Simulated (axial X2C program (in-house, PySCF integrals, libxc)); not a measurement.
**Nuclear properties of CoSe**

Computed with an axial X2C code built on PySCF integrals: two-component X2C with atomic mean-field Coulomb and Gaunt terms, Gaussian nuclei, basis Se dyall-cv3z, Co dyall-cv3z with contracted cores.

R = 2.093 Å (near the PBE0 minimum at charge 0 of the determinant lowest at the starting distance; the state shown can have its own minimum elsewhere).

Determinant lowest in the PBE0 search, Ω = 7/2 (⟨Sz⟩ = 1.50, ⟨Lz⟩ = 2.00 at PBE0), spin on the atoms Se 0.30, Co 1.20:

```tsv
level	Eeff magnitude (GV/cm)	Ws magnitude Se (kHz)	Ws magnitude Co (kHz)	A∥/gI Se (MHz)	qzz Se (a.u.)	A∥/gI Co (MHz)	qzz Co (a.u.)	μ (D)
PBE0	0.234	0.00178	0.00305	-57.6	1.47	347	-0.26	4.67
HF	1.4	0.0965	0.0871	12	3.82	559	-0.45	4.44
B3LYP	0.31	0.0048	0.00602	-53.8	1.41	332	-0.23	4.14
LDA	0.418	0.0157	0.0099	-64.6	0.39	306	-0.22	3.05
BHandHLYP	0.155	0.00682	0.000176	-37.2	3.17	378	-0.01	5.59
```

Eeff is the effective electric field on the electron electric dipole moment in this Ω state and Ws the scalar–pseudoscalar constant of the nucleus named (defined with the proton number Z and per Ω); A∥ (defined per Ω) follows by multiplying with gI = μI/(I μN); qzz is the electric field gradient, eQq0 = 234.96 MHz × Q/barn × qzz; μ is positive if the Co end (last atom) is positive. The operators were transformed with the bare-nucleus X2C matrices; with these basis sets, hyperfine constants and field gradients can be off by tens of per cent, and where levels differ in sign neither size nor sign is settled.

(1) With gI(59Co) = 1.3220 (g factors from the IAEA table of nuclear moments by Stone), turn the PBE0 values of the first state into constants in MHz.

Each state is one determinant with collinear spin, which with several unpaired electrons need not be a pure state. Unrestricted Hartree–Fock can overshoot spin polarisation at the nuclei. In the state Ω = 7/2 the sign of Eeff differs between levels (HF against PBE0). With several open shells hyperfine constants can be off by a factor of several. Where Eeff spreads by more than a factor of two the levels disagree and none is to be relied on. States lie within half an eV, so the first need not be the ground state. The sign of Ws at Se differs between levels in the first state. The sign of Ws at Co differs between levels in the first state. Further determinants of the search, some of them spin-mixed, are not shown. Where a field gradient or hyperfine factor spreads by more than a factor of two over the levels, a constant derived from it is not to be relied on.

Answers

(1) A∥(59Co) = 347 × 1.3220 = 459 MHz.
